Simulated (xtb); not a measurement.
xtb input:

```bash
xtb mol.xyz --gfn 2 --sp --chrg 1 --uhf 0
```
mol.xyz:
```
13

Si     0.74010310     0.20827413    -0.74527063
C      1.77816733    -1.16121467    -0.10956583
Cl     0.74004471     1.86738642     0.40201824
O     -0.95750118    -0.40294185    -0.64948535
Si    -1.81245084    -1.18354430     0.71834873
H      0.79393181     0.52829736    -2.17428037
H      1.63750798    -2.06750364    -0.70203679
H      2.82852893    -0.86807333    -0.18311674
H      1.57411879    -1.37713891     0.94043172
H     -3.15174080    -0.59159793     0.63751310
H     -0.99674484    -0.75748130     1.85868065
H     -1.74804545    -2.61810965     0.42158465
H     -1.51444296    -0.14935628    -1.40290165
```

**Question.** Predict the final energy.

**Answer.** -17.98680 Eh (GFN2-xTB).

It need not be the lowest isomer of its formula.
